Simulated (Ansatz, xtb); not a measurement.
## Two isomers of C4H9ClOSi

We compare X, `C=CO[Si@H](Cl)CC`, a singlet, with Y, `CC[C@@H]1CO[Si@H]1Cl`, a singlet. Both are isolated molecules in the gas phase, relaxed with PBE-D3(BJ)/def2-SVP; each stands in its lowest conformer found.

Problem. Estimate which is lower in electronic energy at CCSD(T)/def2-SVP + ΔMP2/def2-TZVPP, and by roughly how much.

Solution. The CCSD(T)/def2-SVP + ΔMP2/def2-TZVPP calculation puts structure X lower, by 12.3 kJ/mol.

How the difference moves with the method:

| level | geometry | E(Y) − E(X) (kJ/mol) | departure from the last row (kJ/mol) | job, with rough time for the two |
| --- | --- | --- | --- | --- |
| GFN2-xTB | GFN2-xTB | −23.1 | −35.4 | optimisation, 0.38 s |
| HF/STO-3G | GFN2-xTB | −68.3 | −80.5 | single point, 0.38 s |
| r2SCAN-D4/def2-SVP | GFN2-xTB | +14.5 | +2.2 | single point, 4.4 s |
| PBE-D3(BJ)/def2-SVP | PBE-D3(BJ)/def2-SVP | +7.4 | −4.9 | optimisation, 35 s |
| HF/def2-SVP | PBE-D3(BJ)/def2-SVP | +36.0 | +23.7 | part of the CCSD(T) run |
| MP2/def2-SVP | PBE-D3(BJ)/def2-SVP | +7.8 | −4.5 | part of the CCSD(T) run |
| CCSD(T)/def2-SVP | PBE-D3(BJ)/def2-SVP | +15.6 | +3.3 | single point |
| CCSD(T)/def2-SVP + ΔMP2/def2-TZVPP | PBE-D3(BJ)/def2-SVP | +12.3 |  | single point, 90 s |

As drawn, Y has 2 C–C in place of 1 C=C. Structure X has no ring, Y a 4-membered ring.

GFN2-xTB, HF/STO-3G put the two in the other order. The largest departure from CCSD(T)/def2-SVP + ΔMP2/def2-TZVPP is that of HF/STO-3G, 80.5 kJ/mol. The last row adds to CCSD(T) the change of the MP2 difference between the two basis sets, here −3.3 kJ/mol.

With thermal terms from frequencies at re-optimised GFN2-xTB minima (ideal gas, soft modes damped towards free rotors, one conformer each, 298.15 K, 1 atm): the zero-point term adds +10.0 kJ/mol; ΔH is +18.2 and ΔG +28.3 kJ/mol.

The correlated steps freeze 15 core orbitals. Programs: Ansatz 0.2.0, xtb 6.7.1; the last row on 4 threads of Arm Neoverse V2 on a shared host.
